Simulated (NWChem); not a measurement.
System meant: C₂H₃FN₂Si; SMILES N#C/N=C\[SiH2]F

The following NWChem deck was run.

```
start job
memory heap 200 mb stack 900 mb global 1100 mb
geometry units angstroms noautoz
  N      0.958013     2.700917    -0.000771
  C      0.029217     1.991522    -0.000361
  N     -1.110274     1.277664    -0.000092
  C     -1.057801    -0.012076     0.000371
  Si     0.513332    -1.096652     0.000580
  F     -0.020068    -2.619169    -0.002865
  H     -2.036573    -0.503541     0.000638
  H      1.291609    -0.836178     1.232279
  H      1.295076    -0.831616    -1.227907
end
basis spherical
  * library def2-svp
end
dft
  odft
  mult 2
  xc pbe0
  iterations 150
  mulliken
end
task dft energy
```

End of the output:

```
                                 NWChem DFT Module
                                 -----------------

 Summary of "ao basis" -> "ao basis" (spherical)
 ------------------------------------------------------------------------------
       Tag                 Description            Shells   Functions and Types
 ---------------- ------------------------------  ------  ---------------------
 N                          def2-svp                 6       14   3s2p1d
 C                          def2-svp                 6       14   3s2p1d
 Si                         def2-svp                 8       18   4s3p1d
 F                          def2-svp                 6       14   3s2p1d
 H                          def2-svp                 3        5   2s1p

 Summary of "ao basis" -> "ao basis" (spherical)
 ------------------------------------------------------------------------------
       Tag                 Description            Shells   Functions and Types
 ---------------- ------------------------------  ------  ---------------------
 N                          def2-svp                 6       14   3s2p1d
 C                          def2-svp                 6       14   3s2p1d
 Si                         def2-svp                 8       18   4s3p1d
 F                          def2-svp                 6       14   3s2p1d
 H                          def2-svp                 3        5   2s1p

  number of electrons :                   52
  multiplicity        :                    2
 ------------------------------------------------------------------------
  no. of electrons and multiplicity not compatible                  52
 ------------------------------------------------------------------------
 ------------------------------------------------------------------------
  current input line :
    24: task dft energy
 ------------------------------------------------------------------------
 ------------------------------------------------------------------------
 There is an error in the input file
 ------------------------------------------------------------------------
 For more information see the NWChem manual at https://nwchemgit.github.io

0: no. of electrons and multiplicity not compatible:Received an Error in Communication
```

Q: What is wrong, and how is it mended?

A: The input was rejected before any calculation. Cause: the multiplicity doesn't fit the number of electrons (an even count wants an odd multiplicity, and the reverse). This input runs:
```
start job
memory heap 200 mb stack 900 mb global 1100 mb
geometry units angstroms noautoz
  N      0.958013     2.700917    -0.000771
  C      0.029217     1.991522    -0.000361
  N     -1.110274     1.277664    -0.000092
  C     -1.057801    -0.012076     0.000371
  Si     0.513332    -1.096652     0.000580
  F     -0.020068    -2.619169    -0.002865
  H     -2.036573    -0.503541     0.000638
  H      1.291609    -0.836178     1.232279
  H      1.295076    -0.831616    -1.227907
end
basis spherical
  * library def2-svp
end
dft
  xc pbe0
  iterations 150
  mulliken
end
task dft energy
```
It converges to -576.10203 Ha (PBE0/def2-SVP).
